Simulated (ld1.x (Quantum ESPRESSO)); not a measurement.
## I: TM pseudisation with PBE, fully relativistic reference atom.

* Element: iodine
* Generator: ld1.x (Quantum ESPRESSO) 7.5
* Type: norm-conserving Troullier–Martins (Kleinman–Bylander form)
* Functional: PBE
* Relativity: fully relativistic
* Frozen core: [Kr] 4d10
* Valence charge: 7
* Reference configuration: 5s1.5 5p5.5
* Partial waves: 5p (bound): rc 1.70 bohr; 5s (bound): rc 1.75 bohr
* Local potential: the s channel
* Core correction: Bessel-smoothed model core inside 1.40 bohr

Open shells are filled in proportion to 2j + 1 (rel_dist='average').

Poles of the logarithmic derivatives, all-electron (AE) and pseudo (PS). s: poles at 2.9 (AE) and 2.6 (PS) Ry. p1/2: poles at 4.7 (AE) and 4.4 (PS) Ry. p3/2: poles at no energy (AE) and 4.6 (PS) Ry. Test radius 1.89 bohr.

* Cutoffs needed: 40 Ry and 70 Ry (the cutoffs (Ry, on a coarse ladder) from which the occupation-weighted sum of valence levels, in a spherical-Bessel basis at the reference potential, stays within 10 and 1 mRy of its value at 400 Ry)
* Ghost test: no extra level below or beside the all-electron valence levels (p1/2, p3/2, s, d, f tested) (spherical-Bessel basis up to 400 Ry, 20 bohr box)
* Largest excitation error: -97 meV (all-electron minus pseudo) for 5s2 5p1, out of 7 test configurations
